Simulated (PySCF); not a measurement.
Write Cartesian coordinates for `[O]=[W]([F])([F])[F]` (WOF3) [radical] as optimised with PBE0-D3(BJ)/def2-SVP. (Doublet state.)

```xyz
5
F3OW angstrom
W      0.0428   -0.0623    0.0436
O      0.2084   -0.4586    1.6771
F      1.7790    0.3546   -0.4441
F     -0.7915    1.3947   -0.7979
F     -1.1638   -1.3389   -0.5408
```

Any rigid rotation of these coordinates is as good. Atoms count from 1 in this order. W1 (tungsten bonded to 3 F and O) has angles from 96.0° to 133.1°. The F–W distances run from 1.851 Å (W1–F3) to 1.878 Å (W1–F4), a spread of 0.027 Å.

Bonds between heavy atoms (Å): W1–O2 1.689, W1–F3 1.851, W1–F4 1.878, W1–F5 1.851.

Method: PBE0-D3(BJ)/def2-SVP geometry optimisation, gas phase, def2 core potentials past Kr (PySCF).

Point group: Cs (tolerance 0.08 Å). Not checked by PBE0-D3(BJ)/def2-SVP frequencies. ⟨S²⟩ = 0.752 (exact for a doublet: 0.75).
